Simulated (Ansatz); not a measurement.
`C[SiH](C)[SiH2]Cl` and `C[SiH](S)[SiH2]Cl` differ in one atom or group.

Ansatz, PBE0-D4/def2-TZVP geometries, multiplicity 1. Each molecule was computed in one conformer, which needn't be the lowest.

```csv
property,`C[SiH](C)[SiH2]Cl`
HOMO–LUMO gap (PBE0/def2-TZVPP) / eV,7.34
LUMO energy (B3LYP/def2-TZVPP) / eV,-0.53
HOMO energy (PBE/def2-TZVPP) / eV,-6.53
LUMO energy (ωB97M-V/def2-TZVPP) / eV,1.40
HOMO energy (PBE0/def2-TZVPP) / eV,-7.69
size of the dipole moment (PBE/def2-TZVPP) / D,1.71
```

(1) What does the change do to each property? (Best estimate.)

Answers

(1) Ansatz gave: 
| property | `C[SiH](S)[SiH2]Cl` | shift |
| --- | --- | --- |
| HOMO–LUMO gap (PBE0/def2-TZVPP) / eV | 6.56 | -0.78 |
| LUMO energy (B3LYP/def2-TZVPP) / eV | -0.88 | -0.35 |
| HOMO energy (PBE/def2-TZVPP) / eV | -6.11 | 0.42 |
| LUMO energy (ωB97M-V/def2-TZVPP) / eV | 1.07 | -0.33 |
| HOMO energy (PBE0/def2-TZVPP) / eV | -7.28 | 0.41 |
| size of the dipole moment (PBE/def2-TZVPP) / D | 1.62 | -0.09 |

With PBE0 the HOMO rises by 0.41 eV and the LUMO falls by 0.37 eV, so the gap narrows by about 0.78 eV. PBE moves the HOMO by 0.42 eV and ωB97M-V by 0.35 eV. Dipoles are sizes alone; their direction can turn.

B3LYP here is the variant with VWN-RPA as its local correlation; programs differ in this.
